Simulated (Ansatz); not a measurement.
The cluster Ag₂S. Charge 0, multiplicity 5. Geometry PBE-D4/def2-TZVP; atoms count from 1.

```xyz
3

Ag    0.304   -1.533    0.098
Ag    1.048    1.163   -0.016
S    -1.352    0.370   -0.082
```

In the def2 sets Ag takes a core potential; there is no spin–orbit coupling. At PBE0-D4/def2-TZVP a singlet of charge 0 lies 4.25 eV below the quintet, each at its own geometry. The structure comes from a short search, and lower isomers may exist.

**Question.** Estimate the Mulliken populations from the PBE0/def2-TZVP orbitals of Ansatz.

**Answer.** 
| atom | charge (e) | spin (α − β) | d electrons |
| --- | --- | --- | --- |
| Ag1 | -0.04 | 1.08 | 9.76 |
| Ag2 | -0.04 | 1.08 | 9.76 |
| S3 | 0.08 | 1.83 | – |
Mulliken values and Mayer orders depend strongly on the basis.

**Question.** Where does the spin sit?

**Answer.** Summed by element: Ag 2.17, S 1.83, of 4 unpaired in all. Largest on single atoms: S3 1.83, Ag1 1.08, Ag2 1.08.

**Question.** And the Mayer bond orders between bonded heavy atoms (over 0.3)?

**Answer.** Ag1–Ag2 0.44 (2.80 Å); Ag1–S3 0.54 (2.53 Å); Ag2–S3 0.54 (2.53 Å).
